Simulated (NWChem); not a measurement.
System: GeH2O2, singlet; SMILES [OH][Ge][OH]

Computed with NWChem. Low-valent species are run as closed-shell singlets; no triplet was tried in these runs. The geometry was optimised at PBE0/def2-SVP. One conformer.

Diagonal of the polarisability tensor at B3LYP/def2-SVPD, static: 50.09, 34.81, 41.11 bohr³.

Task: Find the mean polarisability volume, the molar refraction, and the refractive index that an ideal gas of it would have at 273.15 K and 1 atm.

Result: 
1. Mean: one third of the trace = 42.00 bohr³ × 0.14818 Å³/bohr³ = 6.22 Å³.
2. Molar refraction (Lorentz-Lorenz): (4π/3) N_A α = 15.7 cm³/mol.
3. Number density p/kT = 2.687 × 10⁻⁵ Å⁻³; n − 1 = 2π N α = 10.51 × 10⁻⁴.
4. These hold the electronic response alone: vibrational and orientational terms add to the static dielectric constant.
